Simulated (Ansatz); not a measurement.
Computed with Ansatz on PBE0-D4/def2-TZVP structures; ΔE is electronic, products minus reactants. CCSD(T)/CBS adds triple-zeta CCSD(T) − MP2 to the extrapolated MP2 energy (def2 sets, frozen cores). This one scheme is used for every species. Functionals use def2-TZVPP. B3LYP here is the variant with VWN-RPA as its local correlation; programs differ in this. Each species was taken in one conformer, which may not be the lowest.

`COC(=N)[SiH2]F` + `C=N` → `C=N[SiH2]F` + `COC=N`  (ligand exchange at the Si–C bond)

| level | ΔE (kcal/mol) | difference from CCSD(T)/CBS |
| --- | --- | --- |
| PBE-D4 | -12.8 | 1.1 |
| r2SCAN-D4 | -14.3 | -0.4 |
| PBE0-D4 | -13.9 | 0.0 |
| B3LYP-D4 | -14.5 | -0.6 |
| ωB97X-V | -14.3 | -0.4 |
| ωB97M-V | -14.4 | -0.5 |
| B2PLYP | -15.1 | -1.2 |
| PBE | -13.3 | 0.6 |
| r2SCAN | -14.5 | -0.6 |
| PBE0 | -14.3 | -0.4 |
| B3LYP | -15.2 | -1.3 |
| HF/def2-TZVPP | -18.0 | -4.1 |
| MP2/def2-TZVPP | -14.9 | -1.0 |
| SCS-MP2/def2-TZVPP | -15.0 | -1.1 |
| CCSD/def2-TZVPP | -14.4 | -0.5 |
| CCSD(T)/def2-TZVPP | -13.8 | 0.1 |
| HF/def2-QZVPP | -18.2 | -4.3 |
| MP2/def2-QZVPP | -15.0 | -1.1 |
| SCS-MP2/def2-QZVPP | -15.1 | -1.2 |
| HF/CBS(def2) | -18.2 | -4.3 |
| MP2/CBS(def2) | -15.0 | -1.1 |
| CCSD/CBS(def2) | -14.6 | -0.7 |
| CCSD(T)/CBS | -13.9 | 0 |

Largest T1 diagnostic among the species: 0.014.

The D4 term adds +0.7 kcal/mol with B3LYP and +0.5 kcal/mol with PBE0; it sums over pairs of atoms, weighted by their polarisabilities, and B3LYP, whose exchange is more repulsive, gets the larger term. In def2-TZVPP, CCSD(T) changes the Hartree–Fock value by +4.2 kcal/mol (the triples alone add +0.6 kcal/mol) and MP2 by +3.1 kcal/mol.
